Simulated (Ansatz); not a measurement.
Molecule: SiBr$_{2}$Cl (charge 0, doublet). SMILES: Br[Si](Br)Cl
Geometry: optimised at B3LYP-D3(BJ)/def2-TZVP (Ansatz, a program for electronic structure).

Wanted: atomisation energy, in kcal/mol. Conventions: spin-orbit terms left out; dispersion terms only where a functional's name holds one; atomisation electronic, to ground-state atoms; 6-31G* and kin with 6d, 5d where marked; open shells spin-unrestricted; non-relativistic. First-principles rows: single points at B3LYP-D3(BJ) geometries (Ansatz).

| species | coefficient | E at B3LYP/6-31G* (Ansatz), Eh | E at PBE/def2-TZVPD (Ansatz), Eh |
|---|---|---|---|
| Cl[Si](Br)Br | -1 | -5897.55114 | -5897.03158 |
| Br atom | +2 | -2573.83974 | -2573.72119 |
| Cl atom | +1 | -460.13624 | -459.95933 |
| Si atom | +1 | -289.37173 | -289.22297 |

 1 Eh = 627.5095 kcal/mol.

Problem. Work the quantity out at each level.

Solution. 
- B3LYP/6-31G*: the sum of coefficient times E is 0.36369 Eh, or 228.22 kcal/mol. Result: 228.2 kcal/mol.
- PBE/def2-TZVPD: the sum of coefficient times E is 0.40690 Eh, or 255.33 kcal/mol. Result: 255.3 kcal/mol.
